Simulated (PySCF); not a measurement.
## How methods differ on the excitation energy of Ca

Ca [Ar] 4s2 (1S) → Ca [Ar] 4p2 (3P), as a difference of total energies. Computed with PySCF 2.14 in aug-cc-pVQZ-X2C (8s7p5d3f2g, 93 functions), with the spin-free X2C one-electron Hamiltonian (Gaussian nucleus). Correlated levels: valence: [Ar] frozen. The calculations carry no spin-orbit coupling.

```json
{"method": "UHF", "excitation energy (eV)": "4.177", "error (eV)": "-0.597"}
{"method": "LDA", "excitation energy (eV)": "4.625", "error (eV)": "-0.149"}
{"method": "PBE", "excitation energy (eV)": "4.326", "error (eV)": "-0.448"}
{"method": "PBE0", "excitation energy (eV)": "4.393", "error (eV)": "-0.381"}
{"method": "r2SCAN", "excitation energy (eV)": "4.101", "error (eV)": "-0.673"}
{"method": "B2PLYP", "excitation energy (eV)": "4.759", "error (eV)": "-0.015"}
{"method": "wB97X", "excitation energy (eV)": "5.066", "error (eV)": "+0.292"}
{"method": "wB97X-V", "excitation energy (eV)": "4.871", "error (eV)": "+0.097"}
{"method": "MP2 (valence)", "excitation energy (eV)": "4.607", "error (eV)": "-0.167"}
{"method": "SCS-MP2 (valence)", "excitation energy (eV)": "4.807", "error (eV)": "+0.033"}
```

Reference: 4.774 eV (measured; NIST levels, between the centres of gravity of the two terms).

Errors of the correlated levels include the incompleteness of this basis and the frozen core.
